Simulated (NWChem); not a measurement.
Species: C2H6Al cation; SMILES [CH3][Al+][CH3]

Results from NWChem. Coordinates come from a B3LYP/6-31G* (spherical d) optimisation. B3LYP is NWChem's, with the RPA form of VWN correlation. Field at 589 nm.

Q: What does the run give for B3LYP/def2-SVPD? Quantities: isotropic polarisability (bohr³); anisotropy (bohr³).

A: The isotropic polarisability (bohr³) is 48.0 and the anisotropy (bohr³) is 29.6.
